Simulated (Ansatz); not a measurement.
Mulliken charges of `[SH][In]([Cl])[Cl]` from ωB97M-V/def2-TZVPP in Ansatz (PBE0-D4/def2-TZVP geometry).

```csv
atom,x (Å),y (Å),z (Å),charge (e)
S1,-0.111,1.748,0.702,-0.288
In2,0.321,-0.460,0.009,0.777
Cl3,2.156,-1.633,0.757,-0.312
Cl4,-1.093,-1.543,-1.459,-0.317
H5,-1.224,1.814,-0.050,0.141
```

Problem. By hand: the dipole of these point charges (1 e Å = 4.8032 D).

Solution. Σ q r = (-0.217, 0.394, 0.024) e Å, of length 0.450 e Å = 2.16 D.

Problem. How does the dipole of the full density compare? (An estimate is asked.)

Solution. The calculation gave: (-0.165, 0.306, 0.022) e Å, 1.67 D; the point charges give 1.29 times that, at 1° from its direction.

Point charges leave out the atoms' own dipoles, such as those of lone pairs, and Mulliken's split depends on the basis, so the two needn't agree.
